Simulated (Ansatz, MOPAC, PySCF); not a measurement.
Species: SrCl, charge 1, multiplicity 1. SMILES: [Cl][Sr+]
Geometry from a B3LYP-D3(BJ)/def2-TZVP (Ansatz, a quantum-chemistry and plane-wave program) optimisation:
```xyz
2

Sr     0.0000     0.0000    -0.7671
Cl     0.0000     0.0000     1.7148
```
Charge +1, spin multiplicity 1.

Wanted: vertical electron affinity to the doublet, in eV. Set-up: def2 sets with scalar-relativistic core potentials past Kr; open shells spin-unrestricted; STO-3G and 3-21G all-electron and non-relativistic; no spin-orbit coupling; each state is the SCF solution reached for its charge and spin. Ab initio and DFT rows: single points at B3LYP-D3(BJ) geometries (Ansatz). Semi-empirical rows: differences of heats of formation at the shared geometry for vertical values. The spin state of an ion or metal species was assumed, not searched.

```json
[
 {"species": "charge 0, doublet", "coefficient": "-1", "E at B3LYP/STO-3G (Ansatz), Eh": "-3555.82927", "E at M06-2X/def2-TZVPD (PySCF), Eh": "-490.90762", "heat of formation at PM3 (MOPAC), kcal/mol": "-35.41"},
 {"species": "charge 1, singlet", "coefficient": "+1", "E at B3LYP/STO-3G (Ansatz), Eh": "-3555.70533", "E at M06-2X/def2-TZVPD (PySCF), Eh": "-490.70044", "heat of formation at PM3 (MOPAC), kcal/mol": "119.37"}
]
```

 1 Eh = 27.2114 eV and 1 eV = 23.0605 kcal/mol.

### Question
Compute it at each level from the table.

### Answer

- B3LYP/STO-3G: the sum of coefficient times E is 0.12394 Eh, or 3.373 eV. Result: 3.37 eV.
- M06-2X/def2-TZVPD: the sum of coefficient times E is 0.20718 Eh, or 5.638 eV. Result: 5.64 eV.
- PM3: the sum of coefficient times heat of formation is 154.78 kcal/mol, or 6.71 eV.
